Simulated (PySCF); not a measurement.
NMR data simulated for an unnamed compound:

¹H NMR (600 MHz, computed): δ 8.42 (s, 1H), 5.65 (sept, 1H), 2.74 (s, 3H), 0.56 (d, 6H).

¹³C{¹H} NMR (computed): δ 197.0 (C), 153.7 (C), 143.5 (CH), 30.8 (CH3), -0.8 (CH3).

- shielding tensors at PBE0/pcSseg-1 (GIAO)
- GFN2-xTB geometry
- program: PySCF 2.14.0 with density-fitted response routines
- non-relativistic, averaged over atoms made equivalent by symmetry, fast rotation or ring inversion, no solvent, one computed conformer

References, each an isolated molecule treated in the same way: ¹H and ¹³C vs TMS.

Task: Which of these does the molecule contain: a Si–H bond, a ketone, a non-aromatic C=C double bond, a Si–CH3 group, a (CH3)2CH unit, a vinyl group CH=CH2?

Result: 
- A Si–H bond: yes (δH 5.65 (sept)).
- A ketone: yes (δC 197.0).
- A non-aromatic C=C double bond: no.
- A Si–CH3 group: yes (δC -0.8; δH 0.56 (d)).
- A (CH3)2CH unit: no.
- A vinyl group CH=CH2: no.

The data belong to `CC(=O)c1cnn([SiH](C)C)n1`, C₆H₁₁N₃OSi; they needn't prove each group on their own.

Carbon signals by region: 1 in the far downfield region (above 160 ppm), 2 in the sp2 and nitrile region (100–160 ppm), 2 below 50 ppm. Above 160 ppm: 197.0, ketone carbonyl carbon.

Shifts are as computed. Against solution values, carbons near 30 ppm lie about +3 ppm off and those near 130 ppm about +5 ppm. Of 1211 compounds with measured shifts, 218 miss one by over three times the rms of a fit or turn the order of signals round; such compounds aren't used in these exercises. No couplings were computed; multiplicities are counted from neighbouring protons, with m where these are inequivalent, close in shift, in a saturated or five-membered ring or joined by F or P, and br s for small geminal =CH2 splittings.
